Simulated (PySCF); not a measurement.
Sn(H)(Br)(NH2)2 (BrH5N2Sn), SMILES [NH2][SnH]([NH2])[Br]. Geometry: PBE-D3(BJ)/def2-SVP. The def2 effective core potentials stand for the cores of Sn; spin–orbit coupling is left out. One conformer was computed; it need not be the lowest.

Computed equilibrium geometry at PBE-D3(BJ)/def2-SVP (PySCF confirms it by a frequency run) as Cartesian coordinates in Å (one conformer of several):
```xyz
9

Sn     0.1556    -0.5995     0.4364
N     -1.4102    -1.8994     0.1320
N      1.7681    -1.4582    -0.5087
Br    -0.3030     1.7159    -0.5463
H      0.4531    -0.4016     2.1216
H     -2.1647    -1.7152     0.8086
H     -1.8251    -1.7530    -0.7994
H      1.4399    -1.9746    -1.3380
H      2.4151    -0.7362    -0.8568
```
